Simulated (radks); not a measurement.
The numbers below are computed, except where a source is named.
Excited configurations of Xe3+: one electron is placed in a higher orbital outside [Kr] 4d10 5s2 5p2. The ground configuration is [Kr] 4d10 5s2 5p3. Code: a radial shooting solver on a logarithmic mesh with Libxc functionals. Model: scalar-relativistic Kohn-Sham, PBE, spin-polarised, spherical densities, finite nucleus; open shells are filled with parallel spins first (spin-orbit coupling, left out, can overturn this in heavy ions); Fermi nuclear charge, rms radius 4.7859 fm. Excitation = E - E(ground); binding = E(ion) - E, where the ion is the core of charge +4; n* = 4/sqrt(2 binding) in atomic units, and the quantum defect is n - n*.

| outer orbital | excitation (eV) | binding (eV) | n* | eigenvalue (eV) | <r> (bohr) |
|---|---|---|---|---|---|
| 4f | 21.960 | 21.409 | 3.189 | -16.042 | 2.043 |
| 5d | 17.152 | 26.217 | 2.882 | -22.241 | 2.661 |
| 5f | 30.578 | 12.791 | 4.125 | -10.887 | 4.948 |
| 6s | 19.958 | 23.411 | 3.049 | -20.731 | 3.648 |
| 6p | 23.986 | 19.383 | 3.351 | -17.151 | 4.190 |
| 6d | 29.333 | 14.036 | 3.938 | -12.396 | 5.377 |
| 7s | 29.887 | 13.482 | 4.018 | -12.095 | 6.305 |
| 7p | 31.672 | 11.697 | 4.314 | -10.449 | 7.045 |
| 7d | 34.311 | 9.058 | 4.902 | -8.043 | 8.666 |
| 7f | 37.195 | 6.174 | 5.938 | -5.490 | 12.17 |

The Delta-SCF ionisation energy is 43.369 eV (NIST Atomic Spectra Database: 42.2 eV, measured). Self-interaction in the functional shifts the binding energies and quantum defects, so they are the method's values and not measured ones. Open shells are spherical and high-spin; term and fine-structure splittings are not resolved. Spin-orbit splitting is averaged out at the scalar-relativistic level.
